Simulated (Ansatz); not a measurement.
Ansatz (an electronic-structure program) input:
A basis named .json is the Basis Set Exchange file of that set.

Ansatz 0.2 input:
```yaml
crystal:
  periodic: [false, false, false]
  atoms:
    - {symbol: F, position_ang: [-1.18261059, -0.45587354, 0.19349076]}
    - {symbol: S, position_ang: [-0.00851766, 0.42106893, -0.24933404]}
    - {symbol: F, position_ang: [1.19770611, -0.43039347, 0.15520534]}
    - {symbol: H, position_ang: [0.00042284, 1.23930015, 0.85107977]}
basis:
  gaussian:
    orbitals: cc-pV_D+d_Z.json
total_charge: 1
magnetization: {spin_polarized: false}
correlation: {method: ccsd_t, electrons: outside_noble_gas}
```

Task: Predict the final energy.

Result: -597.13966 Eh (CCSD(T)/cc-pV(D+d)Z). The basis has 56 functions.

It need not be the lowest isomer of its formula.
